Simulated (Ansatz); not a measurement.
Born–Oppenheimer molecular dynamics of CH8BNSi (12 atoms, charge 0, multiplicity 1). It starts from a rough guess of a transition structure, not a stationary point.

Computed with UKS BHLYP/STO-3G in Ansatz.

```
ensemble                      : NVE (velocity Verlet)
time step                     : 0.5 fs
steps asked                   : 150
starting velocities drawn for : 300 K
seed                          : 911010
```

First frame:

```xyz
12
Properties=species:S:1:pos:R:3
B -0.301 -0.235 -0.259
Si 0.898 0.796 1.368
N 0.758 -0.066 -1.116
H 1.641 0.556 -0.347
C -1.695 -0.889 -0.600
H 2.186 0.067 1.458
H 1.175 2.158 0.860
H 0.507 1.001 2.773
H 1.004 -0.261 -2.071
H -2.436 -0.114 -0.793
H -2.085 -1.495 0.216
H -1.651 -1.519 -1.488
```

Task: How far do the bonds stretch over the last three quarters of this one trajectory? (Pairs bonded in most of those frames.)

Result: 
```tsv
bond	mean (Å)	spread (Å)	shortest	longest
B1–Si2	2.003	0.101	1.85	2.18
B1–N3	1.400	0.059	1.33	1.53
B1–C5	1.607	0.121	1.39	1.78
Si2–H6	1.438	0.023	1.40	1.48
Si2–H7	1.439	0.040	1.38	1.50
Si2–H8	1.436	0.039	1.38	1.49
N3–H4	1.076	0.116	0.85	1.33
N3–H9	1.076	0.110	0.89	1.28
C5–H10	1.095	0.027	1.05	1.14
C5–H11	1.090	0.023	1.05	1.13
C5–H12	1.092	0.010	1.07	1.11
```

Mean temperature of the second half: 1515 K. The conserved energy stayed within 4.5 meV per atom of its start (net change -0.97 meV per atom), so there is no drift, though single steps change it by up to 48 meV in the whole system, a sign of fast motions only just resolved. The system heated up, since it started high on the potential surface and ran downhill. A run of 0.075 ps of so small a system gives no equilibrium averages. The orbitals stay closed-shell, which can raise the energy where a bond breaks towards radicals; this wasn't checked here. Limits of this set-up: minimal basis.

Time of the run: 3.7 min on 1 thread of Intel(R) Xeon(R) 6975P-C (Granite Rapids), with other jobs on the host, peak memory 0.14 GiB.
